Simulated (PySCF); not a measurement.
# Stretching GaSb

Set-up: PySCF, scalar-relativistic core potentials, basis sets Ga cc-pVDZ-PP with ECP10, Sb cc-pVDZ-PP with ECP28. Energies in eV from Ga + Sb in their ground configurations at the same level. All curves are PBE0. state 1: ³Σ⁻ (triplet), unpaired electrons π ↑↑; state 2: ³Π (triplet), unpaired electrons σ ↑, π ↑, a second solution, started from another occupation.

```
R (Å)  state 1  state 2
2.404   -1.182   -1.447
2.515   -1.506   -1.538
2.627   -1.681   -1.522
2.711   -1.742   -1.464
2.795   -1.757   -1.380
2.879   -1.739   -1.279
2.991   -1.674   -1.129
3.130   -1.550   -0.935
3.298   -1.364   -0.718
3.522   -1.096   -0.484
```

Task: Put a parabola through the three lowest points of the state 1 curve and estimate Re, k and ωe (reduced mass 43.9 u; 1 eV/Å² = 0.16022 mdyn/Å; ωe = 1302.8·√(k/μ) cm⁻¹).

Result: Through R = 2.711, 2.795, 2.879 Å the second-order coefficient is 2.34 eV/Å², so Re ≈ 2.791 Å, k ≈ 0.749 mdyn/Å and ωe ≈ 170 cm⁻¹. A polynomial fit of higher order to the unrounded PBE0 energies gives Re = 2.787 Å, k = 0.801 mdyn/Å, ωe = 176 cm⁻¹; anharmonicity and rounding make the difference.

The higher-order fit for each curve: state 1: Re = 2.787 Å, ωe = 176 cm⁻¹, De = 1.76 eV; state 2: Re = 2.548 Å, ωe = 214 cm⁻¹, minimum 1.54 eV below the ground-state fragments.

⟨S²⟩ of the unrestricted solution departs from its pure value on part of the curve, where spin states mix. Spin–orbit coupling is left out, which matters for elements this heavy, above all for dissociation energies. The state is the lowest determinant that a PBE0 search found; another state may lie lower at other levels.
